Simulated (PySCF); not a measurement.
## [Ru(H2O)6]3+: what the settings change

The complex [Ru(H2O)6]3+ (charge +3) contains Ru(III), shell d5. The structure is a PBE0-D3(BJ)/def2-SVP, IEF-PCM water geometry optimised for multiplicity 2; coordination octahedral, point group C1, metal–donor distances 2.02–2.04 Å.

The d shell alone is too small an active space for [Ru(H2O)6]3+ (an active orbital has only 0.70 squared overlap with the free ion's shell): its levels, fitted parameters, g values and moments show what this model gives and aren't sound predictions.

```
19

Ru    0.0000    0.0000    0.0000
O     0.0561   -0.0701    2.0327
H     0.4717    0.6599    2.5241
H    -0.7425   -0.3333    2.5224
O     0.0371   -0.0166   -2.0278
H     0.3061    0.7909   -2.5003
H    -0.6963   -0.4183   -2.5260
O     2.0268    0.0530    0.0471
H     2.5055    0.3414   -0.7498
H     2.5117   -0.7036    0.4207
O    -2.0224    0.0378    0.0282
H    -2.5128    0.3641   -0.7472
H    -2.5199   -0.7140    0.3964
O     0.0481    2.0282   -0.0634
H     0.4077    2.5276    0.6905
H    -0.7264    2.5151   -0.3949
O     0.0328   -2.0228   -0.0101
H     0.2795   -2.4990    0.8023
H    -0.6803   -2.5225   -0.4451
```

Method (PySCF 2.14, density fitting): CASSCF(5,5) with orbitals averaged over all microstates of the shell, strongly contracted NEVPT2 on the averaged canonical orbitals; basis x2c-TZVPall on the metal, x2c-SVPall elsewhere; spin-free X2C; IEF-PCM water; spin-orbit coupling by state interaction with the mean-field operator over all roots.

Base run: NEVPT2 ground state 2T2g-like, next 2T2g-like at 4500, then 2T2g-like at 4732 cm⁻¹, 10Dq(CASSCF) 27021, B(CASSCF) 777, ζ 1073 cm⁻¹, g 1.699 2.474 2.515, μeff(300 K) 2.06 μB.

What happens with the basis x2c-TZVPall on all atoms?

NEVPT2 ground state 2T2g-like, next 2T2g-like at 4341, then 2T2g-like at 4568 cm⁻¹, 10Dq(CASSCF) 26738, B(CASSCF) 776, ζ 1071 cm⁻¹, g 1.676 2.491 2.534, μeff(300 K) 2.07 μB. It took 61 s against 29 s on a shared host of the same kind.

What happens with orbitals averaged over the highest spin alone?

NEVPT2 ground state 2T2g-like, next 2T2g-like at 4192, then 2T2g-like at 4404 cm⁻¹, 10Dq(CASSCF) 26919, B(CASSCF) 815, ζ 1103 cm⁻¹, g 1.626 2.535 2.580, μeff(300 K) 2.10 μB.

NEVPT2 lifts 2T2g-like from 3589 to 4732 cm⁻¹; on the d shell alone such lifts tend to overshoot. NEVPT2 on the d shell alone tends to put d–d bands too high for such charged or covalently bound ions.
